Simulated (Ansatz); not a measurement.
Reaction (formal exchange of groups at a Ge–Si bond): `N[CH2][GeH2][SiH3]` + CH₄ → `[CH3][GeH2][CH2]N` + SiH₄

Program: Ansatz. Geometries: PBE0-D4/def2-TZVP. ΔE: electronic, gas phase. CCSD(T)/CBS is the MP2 limit (def2-TZVPP, def2-QZVPP) plus CCSD(T) − MP2 in def2-TZVPP, frozen cores. This one scheme is used for every species. DFT in def2-TZVPP. For Ge outer-core shells are correlated without core-valence functions, which leaves a few kJ/mol of doubt a bond. Scalar relativity is left out up to krypton. Each species was taken in one conformer, which may not be the lowest.

```csv
species,r2SCAN energy (Eh)
`N[CH2][GeH2][SiH3]`,-2464.70487
CH₄,-40.50087
`[CH3][GeH2][CH2]N`,-2213.33526
SiH₄,-291.85420
```

**Question.** Work out ΔE.

**Answer.** ΔE = (-2213.33526) + (-291.85420) − (-2464.70487) − (-40.50087) = 0.01628 Eh = +0.44 eV. CCSD(T)/CBS gives +0.38 eV.

Largest T1 diagnostic among the species: 0.011.

In def2-TZVPP, CCSD(T) changes the Hartree–Fock value by +0.07 eV (the triples alone add +0.01 eV) and MP2 by +0.05 eV. The D4 term adds +0.04 eV with B3LYP and +0.02 eV with PBE0; it sums over pairs of atoms, weighted by their polarisabilities, and B3LYP, whose exchange is more repulsive, gets the larger term.

B3LYP here is the variant with VWN-RPA as its local correlation; programs differ in this.
